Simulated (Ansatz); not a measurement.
Consider the substitution at a C–F bond: `FCC[SiH3]` + HBr → `[SiH3]CCBr` + H–F.

Computed with Ansatz on PBE0-D4/def2-TZVP structures; ΔE is electronic, products minus reactants. CCSD(T)/CBS adds triple-zeta CCSD(T) − MP2 to the extrapolated MP2 energy (def2 sets, frozen cores). This one scheme is used for every species. For Br outer-core shells are correlated without core-valence functions, which leaves a few kJ/mol of doubt a bond. Scalar relativity is left out up to krypton. One conformer a species, not always the lowest.

```json
{"level": "CCSD/def2-TZVPP", "ΔE (eV)": "-0.29"}
{"level": "CCSD(T)/def2-TZVPP", "ΔE (eV)": "-0.33"}
```

Question: What does CCSD(T)/CBS give? (An estimate is asked.)

Answer: Computed: -0.38 eV. The listed levels differ from it by 0.09, 0.05 eV.

Largest T1 diagnostic among the species: 0.011.

At CCSD(T), def2-SVP lies +0.35 eV from the extrapolated value and def2-TZVPP +0.05 eV. In def2-TZVPP, CCSD(T) changes the Hartree–Fock value by −0.22 eV (the triples alone add −0.03 eV) and MP2 by −0.35 eV. Leaving LDA and LC-ωPBE aside and taking each functional with its dispersion term where it has one, the values, not all of them listed here, spread over 0.17 eV, from PBE-QIDH to CAM-B3LYP-D4.
